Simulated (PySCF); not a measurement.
**Peak assignment**

Atom-mapped SMILES (the numbers label the heavy atoms): `[CH3:1][CH:2]([CH3:3])[O:4][Si@@H:5]([O:6][SiH3:7])[SiH2:8][F:9]` (H(Xn): hydrogen on atom n). Ha(Si8) is pro-R; Hb(Si8) is pro-S.

- geometry from GFN2-xTB
- shieldings: GIAO PBE0/pcSseg-1
- run in PySCF
- one averaged value for each set of equivalent atoms, no solvent model, a single conformation, non-relativistic Hamiltonian

References, each an isolated molecule treated in the same way: ¹³C, ¹H vs TMS.

(1) Assign these signals to the numbered atoms. ¹³C{¹H} NMR (computed): δ 69.7, 28.6, 27.3.

(2) Assign these signals to the numbered atoms. ¹H NMR (600 MHz, computed): δ 5.56 (m, 1H), 5.48 (m, 1H), 5.28 (s, 3H), 5.26 (m, 1H), 4.16 (m, 1H), 1.34 (d, 3H), 1.22 (d, 3H).

## Answers

(1) 
| δ (ppm) | atoms | environment | reason |
| --- | --- | --- | --- |
| 69.7 | C2 | sp3 CH bonded to O | the inductive effect lowers its shielding |
| 28.6 | C3 | methyl carbon | saturated and bonded to C and H only |
| 27.3 | C1 | methyl carbon | – |

C3 and C1 lie closer than the usual error of such a calculation, so a measured spectrum could show them in the other order.

(2) 
```tsv
δ (ppm)	atoms	environment	reason
5.56	Ha(Si8)	hydrogen on a silicon bonded to F, Si	–
5.48	H(Si5)	hydrogen on a silicon bonded to 2 O, Si	–
5.28	H(Si7)	hydrogen on a silicon bonded to O	–
5.26	Hb(Si8)	hydrogen on a silicon bonded to F, Si	–
4.16	H(C2)	hydrogen on an sp3 CH bonded to O	its carbon carries O, which withdraws density
1.34	H(C3)	hydrogen on a methyl carbon	–
1.22	H(C1)	hydrogen on a methyl carbon	–
```

Ha(Si8) and H(Si5); H(Si7) and Hb(Si8) lie closer than the usual error of such a calculation, so a measured spectrum could show them in the other order.

Splittings by ¹⁹F in the carbon and heteronuclear signals aren't shown, as no couplings were computed. Shifts are as computed. Against solution values, carbons near 30 ppm lie about +3 ppm off and those near 130 ppm about +5 ppm. Of 1211 compounds with measured shifts, 218 miss one by over three times the rms of a fit or turn the order of signals round; such compounds aren't used in these exercises. Multiplicities follow the n + 1 count of equivalent neighbours, as no J values were calculated; m marks all less simple cases, F and P coupling included.
